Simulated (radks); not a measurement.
Question: Nd+, configuration [Xe] 4f4 6s1 (the NIST ground configuration). All-electron calculation, Dirac Kohn-Sham, LDA (Slater exchange, Perdew-Wang correlation), spin-unpolarised, spherical densities, point nucleus; open shells are shared between the two j in proportion to 2j + 1; speed of light set to 205.554 atomic units (1.5 times the physical value, a model run). Program: a radial shooting solver on a logarithmic mesh with Libxc functionals. Some entries of the table are withheld. Estimate them.

| orbital | occ. | eigenvalue (hartree) | <r^2> (bohr^2) |
|---|---|---|---|
| 1s1/2 | 2 | -1544.391 | 0.0008148 |
| 2s1/2 | 2 | -245.4853 | 0.01296 |
| 2p1/2 | 2 | (1) | 0.009579 |
| 2p3/2 | 4 | (2) | 0.01013 |
| 3s1/2 | 2 | -53.32004 | 0.08644 |
| 3p1/2 | 2 | -47.73085 | 0.08126 |
| 3p3/2 | 4 | -46.16098 | 0.08448 |
| 3d3/2 | 4 | -36.00388 | 0.06849 |
| 3d5/2 | 6 | -35.63816 | 0.06941 |
| 4s1/2 | 2 | -10.66604 | 0.4425 |
| 4p1/2 | 2 | -8.55289 | 0.4709 |
| 4p3/2 | 4 | -8.21176 | 0.4890 |
| 4d3/2 | 4 | (3) | 0.5758 |
| 4d5/2 | 6 | (4) | 0.5832 |
| 5s1/2 | 2 | -1.61527 | 2.597 |
| 5p1/2 | 2 | (5) | (6) |
| 5p3/2 | 4 | (7) | (8) |
| 4f5/2 | 1.71429 | -0.35083 | 1.507 |
| 4f7/2 | 2.28571 | -0.34369 | 1.531 |
| 6s1/2 | 1 | -0.30065 | 18.68 |

Answer: 
(1) 2p1/2 eigenvalue (hartree): -232.6001
(2) 2p3/2 eigenvalue (hartree): -224.6904
(3) 4d3/2 eigenvalue (hartree): -4.58871
(4) 4d5/2 eigenvalue (hartree): -4.52361
(5) 5p1/2 eigenvalue (hartree): -1.05358
(6) 5p1/2 <r^2> (bohr^2): 3.355
(7) 5p3/2 eigenvalue (hartree): -1.00736
(8) 5p3/2 <r^2> (bohr^2): 3.512
